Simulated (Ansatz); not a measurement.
# Isomers of BSiNH6O2

2 of its isomers, all singlets with charge 0: A = `OBN[SiH2]O`; B = `NB(O)O[SiH3]`.

Shapes, held fixed at every level: PBE0-D4/def2-TZVP. Flexible molecules stand in one conformer, not always the lowest. Programs: Ansatz 0.2.0.

Electronic energies in kJ/mol, without zero-point or thermal terms.

| level | kind | B − A |
| --- | --- | --- |
| r2SCAN-D4/def2-TZVPP | meta-GGA | -57.5 |
| BHLYP-D4/def2-TZVPP | global hybrid | -62.7 |
| B2PLYP/def2-TZVPP | double hybrid | -57.2 |
| CCSD(T)/def2-SVP | coupled cluster or CI | -78.5 |
| CCSD/def2-SVP | coupled cluster or CI | -80.1 |
| CCSD/def2-TZVPP | coupled cluster or CI | -58.7 |
| CCSD(T)/CBS estimate | coupled cluster or CI | -53.8 |

The highest level, CCSD(T)/CBS estimate, puts B lowest of these. All levels agree on that. The B − A difference spans -80.1 to -53.8 kJ/mol over the levels. The CBS estimate extrapolates MP2 from def2-TZVPP and def2-QZVPP and adds CCSD(T) − MP2 in the triple-zeta set, cores frozen.
